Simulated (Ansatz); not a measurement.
Geometry optimisation, Ansatz 0.2.0, DFT PBEsol, scalar-relativistic, plane waves, PAW.

input.yaml

```yaml
crystal:
  lattice:
    - [7.67918, 0.0, 0.0]
    - [0.0, 15.358359, 0.0]
    - [0.0, 0.0, 20.2555]
  atoms:
    - { symbol: H, position: [0.409392, 0.0, 0.0493693] }
    - { symbol: H, position: [0.090608, 0.0, 0.0493693] }
    - { symbol: H, position: [0.909392, 0.0, 0.0493693] }
    - { symbol: H, position: [0.590608, 0.0, 0.0493693] }
    - { symbol: H, position: [0.409392, 0.25, 0.0493693] }
    - { symbol: H, position: [0.090608, 0.25, 0.0493693] }
    - { symbol: H, position: [0.909392, 0.25, 0.0493693] }
    - { symbol: H, position: [0.590608, 0.25, 0.0493693] }
    - { symbol: H, position: [0.409392, 0.5, 0.0493693] }
    - { symbol: H, position: [0.090608, 0.5, 0.0493693] }
    - { symbol: H, position: [0.909392, 0.5, 0.0493693] }
    - { symbol: H, position: [0.590608, 0.5, 0.0493693] }
    - { symbol: H, position: [0.409392, 0.75, 0.0493693] }
    - { symbol: H, position: [0.090608, 0.75, 0.0493693] }
    - { symbol: H, position: [0.909392, 0.75, 0.0493693] }
    - { symbol: H, position: [0.590608, 0.75, 0.0493693] }
    - { symbol: Si, position: [0.25, 0.0, 0.0920984] }
    - { symbol: Si, position: [0.75, 0.0, 0.0920984] }
    - { symbol: Si, position: [0.25, 0.25, 0.0920984] }
    - { symbol: Si, position: [0.75, 0.25, 0.0920984] }
    - { symbol: Si, position: [0.25, 0.5, 0.0920984] }
    - { symbol: Si, position: [0.75, 0.5, 0.0920984] }
    - { symbol: Si, position: [0.25, 0.75, 0.0920984] }
    - { symbol: Si, position: [0.75, 0.75, 0.0920984] }
    - { symbol: Si, position: [0.25, 0.125, 0.1591173] }
    - { symbol: Si, position: [0.75, 0.125, 0.1591173] }
    - { symbol: Si, position: [0.25, 0.375, 0.1591173] }
    - { symbol: Si, position: [0.75, 0.375, 0.1591173] }
    - { symbol: Si, position: [0.25, 0.625, 0.1591173] }
    - { symbol: Si, position: [0.75, 0.625, 0.1591173] }
    - { symbol: Si, position: [0.25, 0.875, 0.1591173] }
    - { symbol: Si, position: [0.75, 0.875, 0.1591173] }
    - { symbol: Si, position: [0.0, 0.125, 0.2261361] }
    - { symbol: Si, position: [0.5, 0.125, 0.2261361] }
    - { symbol: Si, position: [0.0, 0.375, 0.2261361] }
    - { symbol: Si, position: [0.5, 0.375, 0.2261361] }
    - { symbol: Si, position: [0.0, 0.625, 0.2261361] }
    - { symbol: Si, position: [0.5, 0.625, 0.2261361] }
    - { symbol: Si, position: [0.0, 0.875, 0.2261361] }
    - { symbol: Si, position: [0.5, 0.875, 0.2261361] }
    - { symbol: Si, position: [0.0, 0.0, 0.2931549] }
    - { symbol: Si, position: [0.5, 0.0, 0.2931549] }
    - { symbol: Si, position: [0.0, 0.25, 0.2931549] }
    - { symbol: Si, position: [0.5, 0.25, 0.2931549] }
    - { symbol: Si, position: [0.0, 0.5, 0.2931549] }
    - { symbol: Si, position: [0.5, 0.5, 0.2931549] }
    - { symbol: Si, position: [0.0, 0.75, 0.2931549] }
    - { symbol: Si, position: [0.5, 0.75, 0.2931549] }
    - { symbol: Si, position: [0.25, 0.0484534, 0.358199] }
    - { symbol: Si, position: [0.75, 0.0484534, 0.358199] }
    - { symbol: Si, position: [0.25, 0.2015466, 0.3404261] }
    - { symbol: Si, position: [0.75, 0.2015466, 0.3404261] }
    - { symbol: Si, position: [0.25, 0.5484534, 0.358199] }
    - { symbol: Si, position: [0.75, 0.5484534, 0.358199] }
    - { symbol: Si, position: [0.25, 0.7015466, 0.3404261] }
    - { symbol: Si, position: [0.75, 0.7015466, 0.3404261] }
    - { symbol: Ti, position: [0.7554449, 0.7023305, 0.5339537] }
    - { symbol: Cl, position: [0.5456013, 0.6202108, 0.498279] }
    - { symbol: Cl, position: [1.0023758, 0.6525555, 0.498279] }
    - { symbol: Cl, position: [0.7181352, 0.8341382, 0.498279] }
    - { symbol: Cl, position: [0.7554449, 0.7023305, 0.6410851] }
basis:
  ecutwfc: 420.0
kpoints:
  mp_grid: { grid: [2, 1, 1] }
hamiltonian:
  xc: pbesol
  pseudopotentials: { kind: paw, azcp: { folder: soft_1 } }
scf:
  occupations: { method: fermi_dirac, width: 0.05 }
  lower_state_search: "off"
relax:
  f_tol: 0.03
  max_steps: 60
  adjacent_minimum: "off"
  constraints:
    - { sites: [0, 1, 2, 3, 4, 5, 6, 7, 8, 9, 10, 11, 12, 13, 14, 15, 16, 17, 18, 19, 20, 21, 22, 23] }
output:
  write_density: true
  write_potential: true
  elf: true
  volumetric_format: npy
```

Command:

```bash
$ ansatz run input.yaml --threads 4 --pin off --max-ram 10240MiB --backend cpu --events-out ev --progress --plain --runs-dir out
```

Q: Where does it end, and by what steps?

A: The run converged. The force dipped under the threshold on the way, but the program's further checks kept it going. Limits of this set-up: coarse k mesh, slab without dipole correction, no dispersion correction for a molecule that may bind weakly, PAW files made for another functional. After 10 steps the energy has fallen by 1.824 eV; Cl61 moved furthest, 0.98 Å.

```csv
step,energy less start (eV),largest force component (eV/Å),accepted
0,0.0000,1.090,yes
1,-1.0761,0.722,yes
2,-1.5117,0.419,yes
3,-1.7485,0.264,yes
4,-1.7882,0.104,yes
5,-1.7976,0.034,yes
6,-1.8004,0.020,yes
7,-1.8063,0.037,yes
8,-1.8129,0.027,yes
9,-1.8189,0.015,yes
10,-1.8239,0.023,yes
```

```xyz
61
Lattice="7.6792 0.0000 0.0000 0.0000 15.3584 0.0000 0.0000 0.0000 20.2555" Properties=species:S:1:pos:R:3
H 3.144 0.000 1.000
H 0.696 0.000 1.000
H 6.983 0.000 1.000
H 4.535 0.000 1.000
H 3.144 3.840 1.000
H 0.696 3.840 1.000
H 6.983 3.840 1.000
H 4.535 3.840 1.000
H 3.144 7.679 1.000
H 0.696 7.679 1.000
H 6.983 7.679 1.000
H 4.535 7.679 1.000
H 3.144 11.519 1.000
H 0.696 11.519 1.000
H 6.983 11.519 1.000
H 4.535 11.519 1.000
Si 1.920 0.000 1.865
Si 5.759 0.000 1.865
Si 1.920 3.840 1.865
Si 5.759 3.840 1.865
Si 1.920 7.679 1.865
Si 5.759 7.679 1.865
Si 1.920 11.519 1.865
Si 5.759 11.519 1.865
Si 1.920 1.922 3.154
Si 5.760 1.923 3.152
Si 1.919 5.754 3.257
Si 5.759 5.754 3.258
Si 1.924 9.602 3.152
Si 5.761 9.602 3.150
Si 1.921 13.433 3.257
Si 5.760 13.433 3.258
Si -0.001 1.864 4.457
Si 3.841 1.865 4.455
Si 0.000 5.786 4.645
Si 3.838 5.786 4.645
Si 0.002 9.539 4.450
Si 3.845 9.541 4.457
Si 0.001 13.461 4.645
Si 3.840 13.460 4.647
Si 0.006 0.074 5.960
Si 3.836 0.075 5.958
Si 0.003 3.779 5.914
Si 3.838 3.778 5.913
Si -0.005 7.756 5.961
Si 3.840 7.755 5.962
Si 0.000 11.451 5.908
Si 3.842 11.455 5.921
Si 1.922 0.489 7.288
Si 5.760 0.490 7.270
Si 1.920 2.650 6.531
Si 5.760 2.656 6.527
Si 1.917 8.168 7.280
Si 5.757 8.161 7.290
Si 1.919 10.332 6.537
Si 5.762 10.326 6.540
Ti 5.382 11.649 10.641
Cl 3.749 10.387 9.966
Cl 7.207 10.794 9.828
Cl 5.122 13.649 9.829
Cl 5.465 11.695 12.810
```

Time of the run: 3.5 min on 4 threads of Arm Neoverse V1 (shared host), peak memory 4.3 GiB.
